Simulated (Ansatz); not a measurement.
## Several solutions for quartet TiH2O(+)

```xyz
4

Ti    0.0000    0.0000    0.0000
O     0.0000    0.0000    2.1000
H     0.7750    0.0000    2.6750
H    -0.7750    0.0000    2.6750
```

Basis set: def2-SVP (spherical functions). Charge 1, multiplicity 4.

UHF was run from several starts with Ansatz (development build ahead of 0.2.0).

```
run  program                        start  converged  energy (hartree)  <S²>
  A   Ansatz      stability test followed        yes        -924.10178  3.75
  B   Ansatz      atomic start, no search        yes        -924.10086  3.75
  C   Ansatz  search for the lowest state        yes        -924.10178  3.75
```

(1) Which runs reached the lowest solution of this kind, and what is wrong with the others?

## Answers

(1) A, C reached the lowest solution found. Converged but too high: B by 0.02 eV. Convergence only shows a stationary point, and even a stable one can lie too high; stability tests and further starts are what find lower ones. Caution: other spin multiplicities were not run.
